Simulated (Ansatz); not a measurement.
Ideal-gas functions of BBr2H2N (`NB(Br)Br`) at 298.15 K and 1 bar, from an Ansatz frequency run at PBE0-D4/def2-TZVP.

Molar mass 186.64 g/mol, point group C2v (symmetry number 2), electronic degeneracy 1, moments of inertia 90.852, 443.608, 534.46 u Å². Harmonic wavenumbers (cm⁻¹, unscaled): 165, 276, 432, 436, 550, 571, 709, 1048, 1364, 1620, 3618, 3723.

Use S(trans) = R[1.5 ln M + 2.5 ln T − 1.1517]; rotational temperatures θ = 24.2544 K / I; S(rot) = R[ln(√π/σ · √(T³/θAθBθC)) + 1.5]; for each mode x = 1.438777 ν̃/T, S = R[x/(eˣ − 1) − ln(1 − e⁻ˣ)] and H = RT x/(eˣ − 1); 1 cm⁻¹ = 0.0119627 kJ/mol; R = 8.31446 J/(mol·K).

By hand: the entropy, in J/(mol·K).

Translation 174.1. Rotation: θ = 0.267, 0.0547, 0.0454 K, giving 113.0. Vibration, mode by mode: 10.43, 6.52, 3.57, 3.51, 2.28, 2.10, 1.24, 0.32, 0.09, 0.03, 0.00, 0.00, in all 30.1. Electronic 0.0. Sum 317.2 J/(mol·K).

By hand: H − E and G − E in kJ/mol, counted from the electronic energy.

Zero-point energy ½ × 14512 × 0.0119627 = 86.8; thermal vibration 5.6; translation, rotation and pV give 4 RT = 9.9. H − E = 102.3 kJ/mol, and G − E = 102.3 − 298.15 × 317.2/1000 = 7.7 kJ/mol.

Vibration gives 9 % of the entropy. The sum counts one conformer and one mirror image; others add a mixing term.
